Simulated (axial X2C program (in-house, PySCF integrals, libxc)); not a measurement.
# ScI⁻ along the bond: HF, scalar-relativistic

Computed with an in-house relativistic program for diatomic molecules. Spin-free means the one-electron spin-free X2C Hamiltonian. Basis: I dyall-acv3z [12s13p9d5f1g], Sc dyall-acv3z [11s12p8d5f2g] (cores contracted in-house); Gaussian nuclei, density fitting, unrestricted open shells. Masses: I 126.904 u, Sc 44.956 u.

State: M_S = 1/2, Λ = 2 (beyond evenly filled blocks: δ+α). Dipoles are positive if Sc is the positive end and refer to the centre of mass.

| R (Å) | μ (D) | HOMO (eV) | LUMO (eV) | ⟨S²⟩ |
| --- | --- | --- | --- | --- |
| 2.603 | -9.649 | -0.79 | 1.91 | 0.971 |
| 2.688 | -9.282 | -0.86 | 1.92 | 0.948 |
| 2.774 | -8.903 | -0.94 | 1.92 | 0.930 |
| 2.860 | -8.512 | -1.01 | 1.93 | 0.916 |
| 2.960 | -8.036 | -1.10 | 1.93 | 0.905 |
| 3.060 | -7.543 | -1.20 | 1.92 | 0.896 |
| 3.189 | -6.885 | -1.32 | 1.92 | 0.888 |

**Question.** The minimum lies at 2.997 Å. What is the dipole moment there?

**Answer.** At HF, spin-free, with the sign and origin stated: μ = -7.85 D.

The state is one determinant whose occupation by symmetry is held fixed; it was picked as the lowest of a PBE0 search that is not exhaustive. PBE0 can misorder states that lie within some tenths of an eV, so this need not be the ground state of the molecule. The nearest other spin-free determinant of the search, M_S = 1/2, Λ = 1, lies 0.11 eV up at the distance of the search. The determinant is spin-polarised beyond a pure state at some levels (its spin-free form has ⟨S²⟩ too high), which makes Re and μ there less reliable. The LUMO of an anion is an unbound level whose energy the basis sets.
